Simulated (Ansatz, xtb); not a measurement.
# C2H5GeNOSi: 3 structures ranked

3 gas-phase structures of C2H5GeNOSi, from a drawn sample of its isomers (lower ones may exist). Each was relaxed with GFN2-xTB; where two conformers were screened, the lower at r2SCAN-D4/def2-SVP is listed:

A. `N#C[Si@@H]([GeH3])C=O`, a singlet
B. `N#[C][GeH2][SiH2]C=O`, a singlet
C. `N#C[SiH2][GeH2][CH]=O`, a singlet

Task: Make a reasoned guess at their ranking by r2SCAN-D4/def2-SVP single-point energy.

Result: Calculated order at r2SCAN-D4/def2-SVP: C (0.000), A (0.046), B (0.189) eV.

Energies above the lowest of each column, in eV; the last columns are at PBE0-D3(BJ)/def2-SVP geometries:

```json
{"structure": "C", "GFN2-xTB": "0.000", "HF/STO-3G": "0.066", "r2SCAN-D4/def2-SVP": "0.000", "PBE0-D3(BJ)/def2-SVP": "0.057", "CCSD(T)/def2-SVP + ΔMP2/def2-TZVPP": "0.026"}
{"structure": "A", "GFN2-xTB": "0.097", "HF/STO-3G": "0.068", "r2SCAN-D4/def2-SVP": "0.046", "PBE0-D3(BJ)/def2-SVP": "0.000", "CCSD(T)/def2-SVP + ΔMP2/def2-TZVPP": "0.000"}
{"structure": "B", "GFN2-xTB": "0.001", "HF/STO-3G": "0.000", "r2SCAN-D4/def2-SVP": "0.189", "PBE0-D3(BJ)/def2-SVP": "0.132", "CCSD(T)/def2-SVP + ΔMP2/def2-TZVPP": "0.084"}
```

CCSD(T)/def2-SVP + ΔMP2/def2-TZVPP puts A lowest, with C within 1 kcal/mol; HF/STO-3G picks B. CCSD(T)/def2-SVP + ΔMP2/def2-TZVPP orders those it was run on as A (0.000), C (0.026), B (0.084) eV. Less than 1 kcal/mol parts A and C, so the order within that pair means little. Some further structures that were screened fall inside this span and aren't listed. Flexible structures stand in one conformer each, not always the lowest. ΔMP2 is the change of the MP2 energy from the smaller to the larger basis.

Programs: Ansatz 0.2.0, xtb 6.7.1.
